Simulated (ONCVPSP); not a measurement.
lead: ONCV pseudisation with PBEsol, scalar-relativistic reference atom.

- Element: lead
- Generator: ONCVPSP 4.0.1
- Type: optimised norm-conserving Vanderbilt (ONCV)
- Functional: PBEsol
- Relativity: scalar-relativistic
- Frozen core: [Xe] 4f14 5d10
- Valence charge: 4
- Reference configuration: 6s2 6p2
- Partial waves: 6s: rc 1.95 bohr, ncon 4, nbas 8, qcut 2.7 1/bohr, 2 projectors, debl 1.4 Ha; 6p: rc 2.05 bohr, ncon 3, nbas 6, qcut 4.1 1/bohr, 2 projectors, debl 1.4 Ha
- Local potential: polynomial inside 1.70 bohr (lpopt 5, dvloc0 6 Ha)
- Core correction: Teter function, fcfact 1.5, rcfact 1.2

- Cutoffs needed: 30 Ha and 44 Ha (the cutoffs (Ha) at which the residual kinetic energy of the hardest occupied pseudo-wave falls to 1 and 0.1 mHa per electron)
- Ghost test: no bound ghost flagged; GHOST(+) flagged for s at 97.8 eV
- Largest excitation error: -150 meV (all-electron minus pseudo) for 6s1 6p0, out of 4 test configurations
- rms error of d²Exc/dni dnj: 10.15 mHa without and 6.87 mHa with the model core
